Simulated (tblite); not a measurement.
Species: C₅H₆NO₂S (charge -1).
SMILES with atom numbers: `[CH3:1][NH:2][c:3]1[cH:4][c:5]([OH:6])[c:7]([S-:8])[o:9]1` (hydrogens: H10, H11, H12 on C1; H13 on N2; H14 on C4; H15 on O6)
Bond orders are those of one Lewis drawing.

Computed with GFN2-xTB (tblite), gas phase: L-BFGS steps from a force-field or distance-geometry start until the largest atomic force falls under 0.01 eV/Å.

Step 18: E = -769.6320 eV
```
atom  x, y, z in Å  |  force x, y, z in eV/Å
C1     -2.5437   -0.5259    0.0254    0.081   0.010  -0.015
N2     -1.4341   -0.4347   -0.8857   -0.035   0.217  -0.029
C3     -0.1510   -0.1653   -0.3986    0.112   0.040  -0.106
C4      0.2969    0.3605    0.7736   -0.112   0.034   0.011
C5      1.6834    0.5789    0.5822    0.034  -0.040   0.098
O6      2.5583    1.1060    1.5035    0.171   0.162   0.347
C7      2.0149    0.1679   -0.6827   -0.095  -0.018   0.051
S8      3.5282    0.1970   -1.4501    0.056  -0.014  -0.002
O9      0.8645   -0.3044   -1.2877   -0.182  -0.090  -0.283
H10    -2.3659   -1.1591    0.9192    0.042   0.139  -0.274
H11    -2.7756    0.4952    0.3639   -0.046  -0.265   0.060
H12    -3.3946   -0.9281   -0.5296   -0.019   0.093   0.171
H13    -1.4214   -1.0768   -1.6599    0.025  -0.259   0.026
H14    -0.2802    0.5675    1.6500   -0.014   0.060   0.092
H15     3.4159    1.1296    1.0547   -0.018  -0.068  -0.146
```

Step 19: E = -769.6421 eV
```
atom  x, y, z in Å  |  force x, y, z in eV/Å
C1     -2.5410   -0.5241    0.0277    0.086   0.006  -0.121
N2     -1.4367   -0.4214   -0.8939   -0.029   0.132   0.014
C3     -0.1491   -0.1656   -0.4033    0.020   0.082  -0.065
C4      0.2964    0.3611    0.7707   -0.027   0.005  -0.075
C5      1.6861    0.5771    0.5833    0.004  -0.029   0.086
O6      2.5577    1.1091    1.5122    0.084   0.074   0.186
C7      2.0156    0.1674   -0.6850   -0.088  -0.026   0.058
S8      3.5259    0.1915   -1.4598    0.023  -0.011   0.029
O9      0.8635   -0.3058   -1.2939   -0.056  -0.014  -0.144
H10    -2.3627   -1.1610    0.9151    0.093   0.112  -0.220
H11    -2.7785    0.4918    0.3669   -0.031  -0.183   0.102
H12    -3.3931   -0.9249   -0.5239   -0.050   0.064   0.126
H13    -1.4222   -1.0867   -1.6510    0.025  -0.214   0.052
H14    -0.2842    0.5653    1.6446   -0.016   0.069   0.110
H15     3.4179    1.1344    1.0685   -0.038  -0.069  -0.138
```

Q: Estimate the geometry and energy of step 20. (The exact step hangs on the optimiser's Hessian estimate; all steps are aligned on step 19, rigid shifts and turns removed.)

A: E = -769.6557 eV, largest force 0.386 eV/Å
```
atom  x, y, z in Å  |  force x, y, z in eV/Å
C1     -2.5353   -0.5194    0.0244    0.087   0.061  -0.162
N2     -1.4454   -0.3811   -0.9185   -0.014  -0.373  -0.097
C3     -0.1508   -0.1583   -0.4127   -0.096   0.139  -0.051
C4      0.2948    0.3614    0.7651   -0.003   0.024  -0.112
C5      1.6857    0.5739    0.5816   -0.003  -0.049   0.085
O6      2.5478    1.1073    1.5242    0.043  -0.004   0.020
C7      2.0145    0.1625   -0.6893   -0.061  -0.014   0.070
S8      3.5223    0.1827   -1.4701   -0.011  -0.014   0.063
O9      0.8610   -0.3076   -1.3027    0.050   0.092   0.005
H10    -2.3415   -1.1608    0.9006    0.154   0.018  -0.172
H11    -2.7782    0.4830    0.3849   -0.052  -0.055   0.093
H12    -3.3917   -0.9220   -0.5184   -0.052   0.066   0.100
H13    -1.4175   -1.1197   -1.6217    0.015   0.113   0.217
H14    -0.2813    0.5675    1.6429   -0.021   0.060   0.060
H15     3.4111    1.1388    1.0879   -0.036  -0.065  -0.121
```

The energy changes by -0.0136 eV. The first-order estimate −F·Δx gives -0.0254 eV and the mean of the old and new forces, exact on a quadratic surface, -0.0121 eV. The step makes an angle of 60° with the force vector and moves no atom by more than 0.048 Å.

What follows is the cost of the whole relaxation. The run took 0.77 s of wall time on an Arm Neoverse V1 with one thread, shared host with 32 logical CPUs at a one-minute load of 16.
